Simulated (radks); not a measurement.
Task: All-electron calculation, scalar-relativistic Kohn-Sham, PBE, spin-unpolarised, spherical densities, finite nucleus; Fermi nuclear charge, rms radius of each element as measured or else 0.836 A^(1/3) + 0.57 fm. Program: a radial shooting solver on a logarithmic mesh with Libxc functionals. Each species is in its NIST ground configuration. Rank N4+, Sb4+, As4+, P4+, Bi4+ by Delta-SCF ionisation energy (eV), largest first.

Result: N4+ 97.107, P4+ 65.060, As4+ 63.503, Bi4+ 56.522, Sb4+ 55.421.
